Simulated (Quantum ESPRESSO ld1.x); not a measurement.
Results of a calculation; reference values are marked as such.
P12+, configuration [He] 2s1. Code: ld1.x of Quantum ESPRESSO 7.5. Model: scalar-relativistic Kohn-Sham, LDA (Slater exchange, VWN5 correlation), spin-polarised, spherical densities, point nucleus; open shells are filled with parallel spins first. Some entries of the table are withheld. Estimate them.

orbital,occ.,eigenvalue (Ry),<r^2> (bohr^2)
1s up,1,(1),(2)
1s down,1,(3),(4)
2s up,1,-43.3356,0.2210
2s down,0,-42.0564,0.2241
2p up,0,(5),0.1703
2p down,0,(6),0.1709
3s up,0,-18.0431,1.155
3s down,0,-17.7259,1.191

Answer. 
(1) 1s up eigenvalue (Ry): -194.163
(2) 1s up <r^2> (bohr^2): 0.01421
(3) 1s down eigenvalue (Ry): -193.873
(4) 1s down <r^2> (bohr^2): 0.01418
(5) 2p up eigenvalue (Ry): -41.3865
(6) 2p down eigenvalue (Ry): -40.2287
